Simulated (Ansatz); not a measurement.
One change: `B/C=C/[Se][SiH3]` becomes `B/C=C/O[SiH3]`.

Ansatz, PBE0-D4/def2-TZVP geometries, multiplicity 1. Each molecule was computed in one conformer, which needn't be the lowest.

Scalar relativity is left out up to krypton.

```json
{"property": "LUMO energy (PBE0/def2-TZVPP) / eV", "`B/C=C/[Se][SiH3]`": "-2.05"}
{"property": "LUMO energy (PBE/def2-TZVPP) / eV", "`B/C=C/[Se][SiH3]`": "-2.93"}
{"property": "size of the dipole moment (PBE/def2-TZVPP) / D", "`B/C=C/[Se][SiH3]`": "2.39"}
{"property": "HOMO–LUMO gap (ωB97M-V/def2-TZVPP) / eV", "`B/C=C/[Se][SiH3]`": "8.79"}
{"property": "HOMO energy (B3LYP/def2-TZVPP) / eV", "`B/C=C/[Se][SiH3]`": "-6.71"}
{"property": "LUMO energy (ωB97M-V/def2-TZVPP) / eV", "`B/C=C/[Se][SiH3]`": "-0.12"}
```

Problem. Give the same properties after the change, and the shifts. (Best estimate.)

Solution. Ansatz gave: 
```
                                      property  `B/C=C/O[SiH3]`  shift
            LUMO energy (PBE0/def2-TZVPP) / eV            -1.57   0.48
             LUMO energy (PBE/def2-TZVPP) / eV            -2.52   0.41
size of the dipole moment (PBE/def2-TZVPP) / D             3.03   0.64
       HOMO–LUMO gap (ωB97M-V/def2-TZVPP) / eV            10.12   1.33
           HOMO energy (B3LYP/def2-TZVPP) / eV            -7.34  -0.63
         LUMO energy (ωB97M-V/def2-TZVPP) / eV             0.40   0.52
```

With PBE0 the HOMO falls by 0.63 eV and the LUMO rises by 0.48 eV, so the gap widens by about 1.11 eV. PBE moves the HOMO by -0.51 eV and ωB97M-V by -0.82 eV. Dipoles are sizes alone; their direction can turn.

B3LYP here is the variant with VWN-RPA as its local correlation; programs differ in this.

Spin–orbit coupling is left out; it splits and shifts lone-pair levels of the heavy atoms by tenths of an eV.
